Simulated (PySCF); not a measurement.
HNP, SMILES [NH+]#P, charge +1.

Geometry optimised at ωB97X-D3(BJ)/def2-TZVPD. The isomer is the one that the SMILES or the coordinates give; other isomers of the formula were not compared.

Two levels are set side by side: TDA-PBE/def2-TZVPD (PySCF) and TDA-ωB97X/def2-TZVPD (PySCF). Vertical, same geometry. The lowest singlet is HOMO→LUMO 50 %, HOMO−1→LUMO+1 50 % with PBE and HOMO−1→LUMO+1 50 %, HOMO→LUMO 50 % with the other functional; states are paired by order. Differences are taken from unrounded values.

| quantity | TDA-ωB97X |
|---|---|
| lowest singlet excitation (eV) | 5.66 |
| lowest triplet excitation (TDA) (eV) | 4.51 |
| first bright state (f over 0.05) (eV) | 8.60 |
| its oscillator strength | 0.09 |

Q: What does TDA-PBE give, and how far is it from TDA-ωB97X? (The exact figures need the calculation; the answer reports its results.)

A: 
```
quantity                               TDA-PBE  TDA-PBE minus TDA-ωB97X
-------------------------------------  -------  -----------------------
lowest singlet excitation (eV)            5.75                     0.09
lowest triplet excitation (TDA) (eV)      4.50                    -0.01
first bright state (f over 0.05) (eV)     8.46                    -0.14
its oscillator strength                   0.08                    -0.02
```

Rough cost on one machine, each run with all the roots and properties that it gave: TDA-ωB97X against TDA-PBE about 2 times.
